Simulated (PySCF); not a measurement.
**Copper: highly charged ions in a basis for the neutral atom**

Cu¹⁷⁺ [Ne] 3s2, Cu¹⁸⁺ [Ne] 3s1. All numbers are calculated (PySCF 2.14, scalar relativity through the core potential, in cc-pVTZ-PP with ECP10MDF). No spin-orbit coupling, so a gap to NIST mixes the basis error with missing relativistic terms.

Changed run: basis of the neutral atom used for a highly charged ion. This setting is unsound on purpose.

| species | method | sound run (hartree) | changed run (hartree) | converged |
| --- | --- | --- | --- | --- |
| Cu¹⁷⁺ | UHF | not run | -47.34019 | yes |
| Cu¹⁷⁺ | PBE | not run | -47.44766 | yes |
| Cu¹⁷⁺ | LDA | not run | -47.32429 | yes |
| Cu¹⁸⁺ | UHF | not run | -24.40099 | yes |
| Cu¹⁸⁺ | PBE | not run | -24.43576 | yes |
| Cu¹⁸⁺ | LDA | not run | -24.35791 | yes |

Ionisation energy of Cu¹⁷⁺:

| method | changed run (eV) | NIST (eV) |
| --- | --- | --- |
| UHF | 624.21 | 632.5 ± 0.6 |
| PBE | 626.19 | 632.5 ± 0.6 |
| LDA | 624.95 | 632.5 ± 0.6 |

The contracted functions were made for the neutral atom and can be too rigid for a highly charged ion.
